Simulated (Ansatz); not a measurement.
Reaction (homolysis of the S–Si bond): `C[Si](C)(S)Cl` → `[SH]`• + `C[Si](C)Cl`•

Calculated with Ansatz (gas phase, PBE0-D4/def2-TZVP geometries, no zero-point term in ΔE). CCSD(T)/CBS is the MP2 limit (def2-TZVPP, def2-QZVPP) plus CCSD(T) − MP2 in def2-TZVPP, frozen cores. This one scheme is used for every species. Functionals use def2-TZVPP. Open shells (•) are unrestricted, without spin–orbit coupling. Each species was taken in one conformer, which may not be the lowest.

`C[Si](C)(S)Cl`:

```xyz
12

C     1.640    0.157    0.578
Si   -0.082    0.445   -0.052
C    -0.871   -1.065   -0.792
S    -1.205    1.184    1.606
Cl   -0.001    1.872   -1.550
H     2.062    1.077    0.987
H     2.285   -0.184   -0.235
H     1.638   -0.604    1.363
H    -1.879   -0.842   -1.150
H    -0.282   -1.423   -1.640
H    -0.938   -1.860   -0.046
H    -2.366    1.243    0.932
```

`[SH]`•:

Z-matrix (Å, degrees):
```
S
H 1 1.346
```

`C[Si](C)Cl`•:

Z-matrix (Å, degrees):
```
C
Si 1 1.870
H 1 1.091 2 111.1
H 1 1.093 2 110.2 3 120.3
H 1 1.095 2 110.0 3 -120.0
C 2 1.870 1 112.2 3 178.6
Cl 2 2.075 1 108.1 3 59.5
H 6 1.091 2 111.1 1 -178.6
H 6 1.093 2 110.2 1 61.1
H 6 1.095 2 110.0 1 -58.6
```

| level | ΔE (eV) |
| --- | --- |
| PBE-D4 | 4.06 |
| r2SCAN | 3.96 |
| PBE0 | 3.97 |
| r2SCAN0 | 3.92 |
| BHLYP | 3.78 |
| LC-ωPBE | 3.95 |
| HF/def2-TZVPP | 2.93 |
| MP2/def2-QZVPP | 4.32 |

Question: What does CCSD(T)/CBS give? (An estimate is asked.)

Answer: Ansatz gave: +4.19 eV. The listed levels differ from it by -0.13, -0.23, -0.22, -0.27, -0.41, -0.24, -1.26, 0.13 eV.

Largest T1 diagnostic among the species: 0.011.

At CCSD(T), def2-SVP lies −0.37 eV from the extrapolated value and def2-TZVPP −0.16 eV: correlation converges slowly with the basis, and small sets miss more of it in the bonded molecule than in its fragments. In def2-TZVPP, CCSD(T) changes the Hartree–Fock value by +1.11 eV (the triples alone add +0.11 eV) and MP2 by +1.31 eV; breaking electron pairs costs correlation energy, which Hartree–Fock lacks.
